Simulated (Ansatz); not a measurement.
The same molecule with X = Ti, Zr, Hf. Ansatz, PBE0-D4/def2-TZVP geometries, multiplicity 1.

Elements past krypton have def2 core potentials. Scalar relativity is left out up to krypton.

| X | molecule | mean X–Br bond length / Å | mean X–Cl bond length / Å | HOMO–LUMO gap (PBE/def2-TZVPP) / eV | size of the dipole moment (B3LYP/def2-TZVPP) / D | HOMO energy (B3LYP/def2-TZVPP) / eV |
| --- | --- | --- | --- | --- | --- | --- |
| Zr | `[Cl][Zr]([Cl])([Cl])[Br]` | 2.472 | 2.314 | 4.49 | 0.08 | -8.94 |
| Hf | `[Cl][Hf]([Cl])([Cl])[Br]` | 2.473 | 2.316 | 4.96 | 0.06 | -8.93 |

Give the row for X = Ti, `[Cl][Ti]([Cl])([Cl])[Br]`. (An estimate is asked.)

Ansatz gave: 
```json
{"X": "Ti", "molecule": "`[Cl][Ti]([Cl])([Cl])[Br]`", "mean X–Br bond length / Å": "2.317", "mean X–Cl bond length / Å": "2.161", "HOMO–LUMO gap (PBE/def2-TZVPP) / eV": "3.37", "size of the dipole moment (B3LYP/def2-TZVPP) / D": "0.16", "HOMO energy (B3LYP/def2-TZVPP) / eV": "-8.89"}
```

From Ti to Hf the mean X–Br bond length rises at each step, by 0.156 Å in all; the mean X–Cl bond length rises at each step, by 0.155 Å in all; the HOMO–LUMO gap (PBE/def2-TZVPP) rises at each step, by 1.59 eV in all; the HOMO energy (B3LYP/def2-TZVPP) hardly changes. Dipoles are sizes alone, and their direction can turn along the series.

B3LYP here is the variant with VWN-RPA as its local correlation; programs differ in this.

Spin–orbit coupling is left out; it splits and shifts lone-pair levels of the heavy atoms by tenths of an eV.
